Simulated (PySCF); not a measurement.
## Identify the compound

Molecular formula: C₄H₆BCl₃O₂. Simulated spectra:

1H NMR (300 MHz, computed): δ 4.40 (m, 2H), 4.11 (br, 1H), 3.94 (m, 2H), 2.44 (m, 1H).

13C{1H} NMR (computed): δ 121.8 (C), 64.0 (CH2, 2C), 56.5 (CH).

Computed data (PySCF 2.14.0 with density-fitted response routines): σ from GIAO-PBE0/pcSseg-1, structure optimised with PBE0-D3(BJ)/def2-SVP. No solvent, no relativistic terms, averaged over atoms made equivalent by symmetry, fast rotation or ring inversion, one computed conformer.

Chemical shifts δ = σref − σ; 1H (31.27 ppm), 13C (184.41 ppm) vs TMS, all at this level.

Propose a structure and justify it.

Results:


3 carbon signals for 4 carbons: some carbons are equivalent by symmetry or fast rotation. Carbon types of the structure: 1 × C, 1 × CH, 2 × CH2, leaving 1 H on heteroatoms. δC 121.8: fully substituted sp3 carbon bonded to 3 Cl; 3 electronegative neighbours deshield it. δC 64.0: sp3 CH2 bonded to O; deshielded by the electronegative neighbour. δC 56.5: sp3 CH in a ring. δH 4.40, 3.94: hydrogen on an sp3 CH2 bonded to O; its carbon carries O, an electronegative neighbour. δH 4.11: hydrogen on a boron bonded to 2 O, in a 6-membered ring. δH 2.44: hydrogen on an sp3 CH in a ring.

These data were computed for SMILES ClC(Cl)(Cl)C1COBOC1.

The shifts were computed for this structure.

Hydrogens on boron are broadened and split by 11B (spin 3/2, 80 %) and 10B (spin 3). Carbons that carry Cl, above all several Cl atoms, come out too deshielded, partly because spin–orbit coupling is missing. Shifts are as computed. Against solution values, carbons near 30 ppm lie about +2 ppm off and those near 130 ppm about +5 ppm; carbons on Cl a further +5 ppm. Of 1309 compounds with measured shifts, 239 miss one by over three times the rms of a fit or turn the order of signals round; such compounds aren't used in these exercises. Multiplicities follow the n + 1 count of equivalent neighbours, as no J values were calculated; m marks all less simple cases, F and P coupling included.
